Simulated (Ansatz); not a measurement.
Consider the ligand exchange at the Al–N bond: `B[NH][AlH2]` + `OC[SiH2][SiH3]` → `[AlH2][O]C[SiH2][SiH3]` + `BN`.

Calculated with Ansatz (gas phase, PBE0-D4/def2-TZVP geometries, no zero-point term in ΔE). CBS: MP2 limit from def2 TZ/QZ plus the TZ coupled-cluster correction, frozen cores. This one scheme is used for every species. Functionals use def2-TZVPP. B3LYP here is the variant with VWN-RPA as its local correlation; programs differ in this. Each species was taken in one conformer, which may not be the lowest.

```tsv
level	ΔE (kcal/mol)
PBE-D4	-14.5
B3LYP-D4	-15.7
HF/CBS(def2)	-14.6
CCSD/CBS(def2)	-14.1
```

**Question.** What does CCSD(T)/CBS give? (Best estimate.)

**Answer.** Ansatz gave: -14.1 kcal/mol. The listed levels differ from it by -0.4, -1.6, -0.5, 0.0 kcal/mol.

Largest T1 diagnostic among the species: 0.014.
